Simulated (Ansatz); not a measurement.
Born–Oppenheimer molecular dynamics of H4OSn (6 atoms, charge 0, multiplicity 1). It starts from a relaxed structure.

Computed with RKS BHLYP/def2-SVP (Ansatz).

| Quantity | Value |
| --- | --- |
| ensemble | NVT, Langevin thermostat |
| time step | 3 fs |
| steps asked | 40 |
| set temperature | 200 K |
| friction | 0.001 /fs |
| seed | 701781 |

First frame:

```xyz
6
Properties=species:S:1:pos:R:3
Sn -0.067 -0.036 -0.008
H 0.075 -0.062 1.694
O 1.747 -0.053 -0.801
H 2.276 -0.817 -0.585
H -0.729 1.419 -0.578
H -0.928 -1.404 -0.562
```

(1) What does the run give?

(2) What happens to the structure?

(3) How do temperature and energy run in time?

Answers

(1) The run went to its last step.

```
steps done                                               : 40
time covered                                             : 120 fs
mean temperature over the second half                    : 455610037 K
spread of the potential energy over the second half      : 2.2 meV per atom
mean potential energy of the second half above the start : 2351.2 meV per atom
```

The temperature shot up to 5.1e+08 K, far beyond the bath's, so the integration failed: the time step of 3 fs is too long for the fastest motions that this run met, and the later frames carry no physical meaning.

(2) Parted: Sn1–O3 1.98 → 461.74 Å, O3–H4 0.95 → 7747.52 Å. It ends as H + H3Sn + O. Pairs count as bonded within 1.25 times the sum of covalent radii (0.12 Å more for H–H). Another seed would give other details.

(3) 
```json
{"time (fs)": "0", "T (K)": "167", "potential energy less start (eV)": "0.000"}
{"time (fs)": "3", "T (K)": "149", "potential energy less start (eV)": "0.034"}
{"time (fs)": "6", "T (K)": "150", "potential energy less start (eV)": "0.197"}
{"time (fs)": "9", "T (K)": "1026", "potential energy less start (eV)": "0.788"}
{"time (fs)": "12", "T (K)": "3527", "potential energy less start (eV)": "4.586"}
{"time (fs)": "15", "T (K)": "836", "potential energy less start (eV)": "6.456"}
{"time (fs)": "18", "T (K)": "216", "potential energy less start (eV)": "6.899"}
{"time (fs)": "21", "T (K)": "613", "potential energy less start (eV)": "6.608"}
{"time (fs)": "24", "T (K)": "2400", "potential energy less start (eV)": "5.314"}
{"time (fs)": "27", "T (K)": "7600", "potential energy less start (eV)": "1.198"}
{"time (fs)": "30", "T (K)": "129066907", "potential energy less start (eV)": "307.386"}
{"time (fs)": "33", "T (K)": "510348037", "potential energy less start (eV)": "14.074"}
{"time (fs)": "36", "T (K)": "507285899", "potential energy less start (eV)": "14.099"}
{"time (fs)": "39", "T (K)": "504230122", "potential energy less start (eV)": "14.101"}
{"time (fs)": "42", "T (K)": "501221017", "potential energy less start (eV)": "14.106"}
{"time (fs)": "45", "T (K)": "498218193", "potential energy less start (eV)": "14.112"}
{"time (fs)": "48", "T (K)": "495250290", "potential energy less start (eV)": "14.100"}
{"time (fs)": "51", "T (K)": "492271581", "potential energy less start (eV)": "14.110"}
{"time (fs)": "54", "T (K)": "489323217", "potential energy less start (eV)": "14.106"}
{"time (fs)": "57", "T (K)": "486419432", "potential energy less start (eV)": "14.098"}
{"time (fs)": "60", "T (K)": "483500625", "potential energy less start (eV)": "14.102"}
{"time (fs)": "63", "T (K)": "480605222", "potential energy less start (eV)": "14.089"}
{"time (fs)": "66", "T (K)": "477742290", "potential energy less start (eV)": "14.093"}
{"time (fs)": "69", "T (K)": "474864544", "potential energy less start (eV)": "14.099"}
{"time (fs)": "72", "T (K)": "472025941", "potential energy less start (eV)": "14.097"}
{"time (fs)": "75", "T (K)": "469192910", "potential energy less start (eV)": "14.111"}
{"time (fs)": "78", "T (K)": "466374763", "potential energy less start (eV)": "14.112"}
{"time (fs)": "81", "T (K)": "463590388", "potential energy less start (eV)": "14.105"}
{"time (fs)": "84", "T (K)": "460806071", "potential energy less start (eV)": "14.110"}
{"time (fs)": "87", "T (K)": "458053748", "potential energy less start (eV)": "14.094"}
{"time (fs)": "90", "T (K)": "455313873", "potential energy less start (eV)": "14.096"}
{"time (fs)": "93", "T (K)": "452590163", "potential energy less start (eV)": "14.105"}
{"time (fs)": "96", "T (K)": "449868877", "potential energy less start (eV)": "14.098"}
{"time (fs)": "99", "T (K)": "447162553", "potential energy less start (eV)": "14.131"}
{"time (fs)": "102", "T (K)": "444486895", "potential energy less start (eV)": "14.130"}
{"time (fs)": "105", "T (K)": "441824738", "potential energy less start (eV)": "14.130"}
{"time (fs)": "108", "T (K)": "439180928", "potential energy less start (eV)": "14.133"}
{"time (fs)": "111", "T (K)": "436550824", "potential energy less start (eV)": "14.104"}
{"time (fs)": "114", "T (K)": "433946915", "potential energy less start (eV)": "14.112"}
{"time (fs)": "117", "T (K)": "431368745", "potential energy less start (eV)": "14.103"}
{"time (fs)": "120", "T (K)": "428759768", "potential energy less start (eV)": "14.101"}
```

Time of the run: 5.1 min on 1 thread of Intel(R) Xeon(R) Platinum 8259CL CPU @ 2.50GHz (Skylake/Cascade Lake), with other jobs on the host, peak memory 0.16 GiB.
